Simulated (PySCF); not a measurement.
Structure problem from calculated spectra and properties.

Elements present: C, F, H and Si. Monoisotopic mass: 140.0269 u.

| Quantity | Value |
| --- | --- |
| UV, strongest line | among the 10 lowest singlet transitions: S4 at 7.86 eV (158 nm, f = 0.318) [TDDFT CAM-B3LYP/def2-SVPD] |
| Polarisability | 80.1 au [CAM-B3LYP/def2-SVPD] |
| NMR, other nuclei | isotropic shieldings of nuclei other than C and H, by class: 331 (1 F), 350 (1 F), 412 (1 F), 449 (1 Si) ppm [GIAO HF/pcSseg-1] |
| Triplet | lowest triplet excitation (Tamm–Dancoff): 4.45 eV [TDA CAM-B3LYP/def2-SVPD] |
| Rotational structure | rotational constants A, B, C: 3.608, 0.693, 0.606 GHz [PBE0-D3(BJ)/def2-SVP] |
| Valence photoelectron | vertical ionisation energy: 9.63 eV [ΔSCF CAM-B3LYP/def2-SVPD] |
| 1H NMR | chemical shifts (computed TMS as zero) by class: 3.77 (3 H), 2.08 (2 H), 0.81 (2 H) ppm [GIAO HF/pcSseg-1] |
| 13C NMR | chemical shifts (computed TMS as zero) by class: 155.2 (1 C), 132.4 (1 C), 20.5 (1 C), 5.1 (1 C) ppm [GIAO HF/pcSseg-1] |

Gas-phase values; electronic properties from PySCF, density fitting. Levels stand in brackets. One conformer (not necessarily the lowest) at the PBE0-D3(BJ)/def2-SVP geometry, without solvent, vibrations or thermal averaging. Each NMR value is the plain mean over a class of atoms that symmetry, rotation or inversion makes alike.

Question: Which formula fits the mass and the elements?

Answer: C4H7F3Si (calculated 140.0269). No other formula that holds each of these elements comes within 0.0003 u with a fitting electron parity and a possible valence count.

Question: What is the compound? Reason from the data.

Answer: Numbering: `[F:1][C:2]([F:3])=[C:4]([F:5])[CH2:6][CH2:7][SiH3:8]`. Its formula, C4H7F3Si, gives 1 degree of unsaturation: 0 rings and 1 π bond in the structure found. 4 carbons fall into 4 classes; from least to most shielded: =CF2 carbon [C2] (155.2 ppm), vinylic C–F carbon [C4] (132.4 ppm), allylic carbon [C6] (20.5 ppm), sp3 carbon bound to silicon [C7] (5.1 ppm). Hydrogen classes from least to most shielded: 3 H on an SiH3 silicon, Si8 (3.77 ppm), 2 H on an allylic carbon, C6 (2.08 ppm), 2 H on an sp3 carbon bound to silicon, C7 (0.81 ppm, a mean of values up to 0.7 ppm apart in this geometry). The other shieldings belong to: 331 ppm, vinyl fluorine [F3]; 350 ppm, vinyl fluorine [F1]; 412 ppm, vinyl fluorine [F5]; 449 ppm, SiH3 silicon [Si8]. The first electron is taken from the HOMO, whose largest Löwdin shares are 0.30 on the vinylic C–F carbon, 0.27 on the =CF2 carbon, 0.12 on a vinyl fluorine and 0.10 on a vinyl fluorine. The optimised geometry has point group C1 and is an asymmetric top. Structure: `FC(=C(F)F)CC[SiH3]`. Computed isomers that give other values at the same levels: `C=CC[SiH2]C(F)(F)F` (13C chemical shifts (computed TMS as zero) by class: 139.4 (1 C), 124.8 (1 C), 117.0 (1 C), 11.6 (1 C) ppm); `FC(F)(F)/C=C/C[SiH3]` (13C chemical shifts (computed TMS as zero) by class: 148.5 (1 C), 123.7 (1 C), 110.8 (1 C), 12.5 (1 C) ppm); `FC(F)(F)/C=C\C[SiH3]` (13C chemical shifts (computed TMS as zero) by class: 154.0 (1 C), 124.5 (1 C), 111.4 (1 C), 11.5 (1 C) ppm). The assignments are read from this structure; whether some other isomer fits the data as well wasn't checked.

Shape of the structure used: `[F:1][C:2]([F:3])=[C:4]([F:5])[CH2:6][CH2:7][SiH3:8]`: C2–C4–C6–C7 119°, C4–C6–C7–Si8 178°.
